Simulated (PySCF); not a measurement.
Solvent effects on NMR parameters

Geometry (Å), atoms numbered from 1 in this order:
```xyz
14

O     3.8385    2.2951    1.8073
C     3.1858    1.2723    1.5718
O     3.5615    0.1292    1.2515
C     1.6212    1.4043    1.6800
C     0.8772    0.2543    1.3793
C    -0.5122    0.2205    1.4173
C    -1.2161    1.3731    1.7700
C    -0.5131    2.5324    2.0797
C     0.8872    2.5434    2.0349
Cl    1.6304    4.0665    2.4527
H     1.4910   -0.6110    1.1112
H    -1.0496   -0.7010    1.1722
H    -2.3097    1.3748    1.8060
H    -1.0354    3.4497    2.3614
```

Total charge -1.

GIAO PBE0/pcSseg-1 in PySCF on one PBE0-D3(BJ)/def2-SVP conformer, non-relativistic, equivalent nuclei averaged. Solvents enter as an IEF-PCM continuum (dichloromethane with ε = 8.9, water with ε = 78.4) around the gas-phase geometry. Shifts are referred to TMS computed in the same medium.

Gas phase, δ in ppm: C2 161.1, C4 149.5, C9 146.1, C5 142.6, C8 133.6, C7 127.4, C6 125.8, H11 9.22, H14 6.84, H12 6.72, H13 6.59. Dipole moment 8.76 D.

(1) How does each δ change in the continuum?

(2) Which nuclei move most (in ppm), and what does the model miss?

Results:

(1) 
```csv
atoms,environment,"Δδ, dichloromethane","Δδ, water"
C2,carboxylate carbon,+4.7,+5.5
C4,substituted aromatic carbon,-4.0,-4.8
C9,aromatic carbon bearing chlorine,-1.0,-1.2
C5,aromatic CH,-0.7,-0.9
C8,aromatic CH,+3.8,+4.6
C7,aromatic CH,+7.7,+9.3
C6,aromatic CH,+5.1,+6.2
H11,hydrogen on an aromatic CH,-0.26,-0.30
H14,hydrogen on an aromatic CH,+0.55,+0.66
H12,hydrogen on an aromatic CH,+0.65,+0.77
H13,hydrogen on an aromatic CH,+0.81,+0.97
```

Changes are relative to the gas phase. The dipole moment becomes 11.49 D in dichloromethane, 12.00 D in water.

(2) C7 (aromatic CH, +9.3 ppm) in water. A continuum only polarises the solute; specific hydrogen bonds, the anisotropy of aromatic solvents and changes of geometry or conformer are outside it, as are counter-ions.
